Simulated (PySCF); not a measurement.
A structure optimised at PBE-D3(BJ)/def2-SVP, used in a PySCF frequency run:

```
In
F 1 1.9819
C 1 2.1565 2 121.24
H 3 1.1044 1 109.15 2 180.00
H 3 1.1059 4 110.84 1 118.79
H 3 1.1059 4 110.84 5 122.42
Br 1 2.5015 2 110.16 3 180.00
```
Charge 0, spin multiplicity 1.

Write its SMILES, formula and point group.

[CH3][In]([F])[Br], CH3BrFIn, Cs

What are its rotational constants (standard atomic weights)?

4.4614, 1.2023, 0.95298 GHz
